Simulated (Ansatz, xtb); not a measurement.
# Isomers of C5H10OS in order of energy

4 gas-phase structures of C5H10OS, from a drawn sample of its isomers (lower ones may exist). Each was relaxed with GFN2-xTB; where two conformers were screened, the lower at r2SCAN-D4/def2-SVP is listed:

A. `COC1(S)CCC1`, a singlet
B. `CO[C@H]1C[C@@H](S)C1`, a singlet
C. `CO[C@H]1C[C@H](S)C1`, a singlet
D. `CO[C@@H]1CC[C@H]1S`, a singlet

Task: Estimate their order in r2SCAN-D4/def2-SVP energy at these geometries, lowest first.

Result: Calculated order at r2SCAN-D4/def2-SVP: A (0.000), D (0.140), B (0.168), C (0.219) eV. Less than 1 kcal/mol parts D and B, so the order within that pair means little.

Energies above the lowest of each column, in eV; the last columns are at B3LYP-D3(BJ)/def2-SVP geometries:

| structure | GFN2-xTB | HF/STO-3G | r2SCAN-D4/def2-SVP | B3LYP-D3(BJ)/def2-SVP | CCSD(T)/def2-SVP + ΔMP2/def2-TZVPP |
| --- | --- | --- | --- | --- | --- |
| A | 0.000 | 0.021 | 0.000 | 0.000 | 0.000 |
| D | 0.165 | 0.033 | 0.140 | 0.111 | 0.092 |
| B | 0.151 | 0.000 | 0.168 | 0.135 | 0.099 |
| C | 0.220 | 0.073 | 0.219 | 0.181 | 0.140 |

CCSD(T)/def2-SVP + ΔMP2/def2-TZVPP puts A lowest; HF/STO-3G picks B. Some further structures that were screened fall inside this span and aren't listed. Flexible structures stand in one conformer each, not always the lowest. ΔMP2 is the change of the MP2 energy from the smaller to the larger basis.

Over these structures GFN2-xTB departs from r2SCAN-D4/def2-SVP by 0.011 eV on average once a common shift is removed. A GFN2-xTB relaxation took about 0.18 s and the r2SCAN-D4/def2-SVP energy about 4.2 s on a shared host (Ansatz 0.2.0, xtb 6.7.1).
